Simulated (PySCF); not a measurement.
A calculated (TPSS, PySCF 2.14, cc-pVDZ, no relativity, point nucleus) atom or ion has these occupied shells.

```csv
shell,electrons,orbital energy (eV),"rms radius, mean of both spins (bohr)"
1s α,1,-4885.7,0.0812
1s β,1,-4885.7,0.0812
2s α,1,-570.32,0.355
2s β,1,-569.97,0.355
2p α,3,-481.33,0.322
2p β,3,-481.05,0.322
3s α,1,-96.586,1.07
3s β,1,-95.561,1.07
3p α,3,-72.563,1.17
3p β,3,-71.518,1.17
3d α,1,-36.813,1.36
```

Task: Name the element and its charge.

Result: Ti³⁺ (titanium, charge +3), in [Ar] 3d1, 2D determinant.
